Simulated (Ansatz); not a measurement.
`[AlH2][C@@H]1[SiH2][C@H]1[SiH3]`, charge 0, multiplicity 1.

(1) Give a relaxed structure at PBE0-D4/def2-TZVP (the Gaussian-basis code of Ansatz). (An estimate is asked.)

Results:

(1) The calculation gave: 
Cartesian coordinates in Å:
```
Al -0.7332 -2.2776 -0.9692
C -0.6529 -0.5099 -0.2352
Si 0.4179 0.5730 -1.3290
C 0.5778 0.1316 0.4508
Si 0.2831 1.4180 1.7505
H -2.1030 -2.8120 -1.5649
H 0.6090 -3.1246 -1.0519
H -1.6045 -0.0224 -0.0185
H 1.3252 -0.0746 -2.3015
H -0.0710 1.9084 -1.7244
H 1.3886 -0.5612 0.6748
H -0.7229 2.3895 1.2377
H -0.2552 0.8205 3.0048
H 1.5412 2.1413 2.0759
```
This is one stationary point; other conformers may exist.
